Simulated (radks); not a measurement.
Tc0.5-, 43.5 electrons, occupied as [Kr] 5s2 4d(up 5, down 0.5) (fractional occupations, a model configuration).

All-electron calculation, scalar-relativistic Kohn-Sham, PBE, spin-polarised, spherical densities, finite nucleus; Fermi nuclear charge, rms radius 4.4112 fm. Program: a radial shooting solver on a logarithmic mesh with Libxc functionals.

Energy parts (Ry):
total: -8571.45023
kinetic: 8850.38749
electron-nucleus: -20672.19159
Hartree: 3507.34759
exchange-correlation: -256.99373

Orbitals (lengths in bohr, moments of r in powers of bohr; r(max) is where P^2 peaks; r(90%) holds 90 % of the orbital's charge):
[
 {"orbital": "1s down", "occ.": "1", "eigenvalue (Ry)": "-1533.387", "r(max)": "0.02228", "r(90%)": "0.0614", "<1/r>": "44.70"},
 {"orbital": "1s up", "occ.": "1", "eigenvalue (Ry)": "-1533.386", "r(max)": "0.02228", "r(90%)": "0.0614", "<1/r>": "44.70"},
 {"orbital": "2s up", "occ.": "1", "eigenvalue (Ry)": "-218.4576", "r(max)": "0.1262", "r(90%)": "0.231", "<1/r>": "10.08"},
 {"orbital": "2s down", "occ.": "1", "eigenvalue (Ry)": "-218.4191", "r(max)": "0.1262", "r(90%)": "0.231", "<1/r>": "10.09"},
 {"orbital": "2p up", "occ.": "3", "eigenvalue (Ry)": "-195.4757", "r(max)": "0.1008", "r(90%)": "0.212", "<1/r>": "9.793"},
 {"orbital": "2p down", "occ.": "3", "eigenvalue (Ry)": "-195.4469", "r(max)": "0.1008", "r(90%)": "0.212", "<1/r>": "9.794"},
 {"orbital": "3s up", "occ.": "1", "eigenvalue (Ry)": "-37.74184", "r(max)": "0.3723", "r(90%)": "0.613", "<1/r>": "3.480"},
 {"orbital": "3s down", "occ.": "1", "eigenvalue (Ry)": "-37.72203", "r(max)": "0.3724", "r(90%)": "0.613", "<1/r>": "3.479"},
 {"orbital": "3p up", "occ.": "3", "eigenvalue (Ry)": "-30.19930", "r(max)": "0.3657", "r(90%)": "0.629", "<1/r>": "3.312"},
 {"orbital": "3p down", "occ.": "3", "eigenvalue (Ry)": "-30.17679", "r(max)": "0.3658", "r(90%)": "0.628", "<1/r>": "3.311"},
 {"orbital": "3d up", "occ.": "5", "eigenvalue (Ry)": "-17.99700", "r(max)": "0.3114", "r(90%)": "0.637", "<1/r>": "3.082"},
 {"orbital": "3d down", "occ.": "5", "eigenvalue (Ry)": "-17.96161", "r(max)": "0.3116", "r(90%)": "0.636", "<1/r>": "3.082"},
 {"orbital": "4s up", "occ.": "1", "eigenvalue (Ry)": "-5.11181", "r(max)": "0.9517", "r(90%)": "1.55", "<1/r>": "1.285"},
 {"orbital": "4s down", "occ.": "1", "eigenvalue (Ry)": "-4.91502", "r(max)": "0.9473", "r(90%)": "1.54", "<1/r>": "1.295"},
 {"orbital": "4p up", "occ.": "3", "eigenvalue (Ry)": "-3.06476", "r(max)": "1.027", "r(90%)": "1.75", "<1/r>": "1.141"},
 {"orbital": "4p down", "occ.": "3", "eigenvalue (Ry)": "-2.85123", "r(max)": "1.021", "r(90%)": "1.74", "<1/r>": "1.150"},
 {"orbital": "4d up", "occ.": "5", "eigenvalue (Ry)": "-0.25366", "r(max)": "1.284", "r(90%)": "2.88", "<1/r>": "0.7737"},
 {"orbital": "5s up", "occ.": "1", "eigenvalue (Ry)": "-0.16952", "r(max)": "2.777", "r(90%)": "5.29", "<1/r>": "0.3733"},
 {"orbital": "5s down", "occ.": "1", "eigenvalue (Ry)": "-0.09282", "r(max)": "3.025", "r(90%)": "6.13", "<1/r>": "0.3297"},
 {"orbital": "4d down", "occ.": "0.5", "eigenvalue (Ry)": "-0.04893", "r(max)": "1.281", "r(90%)": "3.36", "<1/r>": "0.7317"}
]

The highest occupied level is 4d down at -0.666 eV. Summed over all electrons, <r^2> = 69.92 bohr^2, which gives a Langevin (diamagnetic) susceptibility term of -55.4 x 10^-6 cm^3/mol. The electron density at the nucleus is 1.023e+05 e/bohr^3 (large components only). The spin density at the nucleus is 0.191 e/bohr^3 (1s -0.011, 2s -0.964, 3s 0.517, 4s -2.916, 5s 3.565). The density falls to 0.001 e/bohr^3 at r = 4.97 bohr. Spin moment in Bohr magnetons: 4.5.
